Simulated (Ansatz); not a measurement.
Al5O9H3 (the lowest singlet isomer of a short search). Total charge 0; singlet. Geometry r2SCAN-D4/def2-SVP, basis def2-TZVP, Ansatz.

```xyz
17

Al   -1.5570   -0.5455    0.6180
Al    0.3910    0.1232    1.7602
Al    0.4937    0.0925   -0.8297
Al   -2.1302   -0.7726   -2.1320
Al    2.9175    0.9452    0.8245
O     1.9287    0.6634    2.2201
O    -0.5726    1.0259    0.4446
O     2.1227    0.6223   -0.6516
O    -2.7525   -0.9415   -0.5164
O     0.1556   -1.2279    0.5223
O    -1.2634   -0.4316    2.4783
O    -3.0636   -1.0840   -3.5070
O    -0.5021   -0.2768   -2.1842
O     4.5064    1.4903    1.0147
H     5.1107    1.6622    0.2882
H    -3.9805   -1.3688   -3.4869
H    -1.8044    0.0236    3.1370
```

| run | HOMO (eV) | LUMO (eV) |
| --- | --- | --- |
| A | -8.03 | -1.59 |
| B | -6.80 | -2.29 |
| C | -6.36 | -2.43 |
| D | -6.71 | -1.96 |

The structure comes from a short search, and lower isomers may exist.

The runs used B97M-V, PBE, PBE0, r2SCAN. Estimate which is which.

A PBE0 (25 % exact exchange); B B97M-V (0 % exact exchange); C PBE (0 % exact exchange); D r2SCAN (0 % exact exchange). Exact exchange lowers occupied and raises empty levels; among semilocal functionals meta-GGAs tend to open the gap a little, and such runs are hard to tell apart. The gap grows from 3.93 eV (PBE) to 6.44 eV (PBE0).
